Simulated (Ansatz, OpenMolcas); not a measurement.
**Worked example: vertical energy of the triplet above the singlet of Si2H2OF2 (SMILES F[Si]1(F)O[SiH2]1)**

Si2H2OF2: 7 atoms, total charge 0, spin state singlet. SMILES: `F[Si]1(F)O[SiH2]1`. Geometry: relaxed at PBE0-D4/def2-TZVP.

Both states at this one shape; open shells run unrestricted unless said. 1 Eh = 27.2114 eV.

| level | program | singlet Si2H2OF2 (Eh) | triplet Si2H2OF2 (Eh) |
| --- | --- | --- | --- |
| M06-2X/def2-SVP | OpenMolcas | -854.707451 | -854.553449 |
| r2SCAN0/def2-SVP | Ansatz | -854.615260 | -854.471037 |

**Question.** Work out the vertical gap, second state less first, at each level.

**Answer.** 
1. M06-2X/def2-SVP: -854.553449 − (-854.707451) = 0.154002 Eh = 4.19 eV.
2. r2SCAN0/def2-SVP: -854.471037 − (-854.615260) = 0.144223 Eh = 3.92 eV.

No measured value is set beside it here; the levels span 3.92 to 4.19 eV.
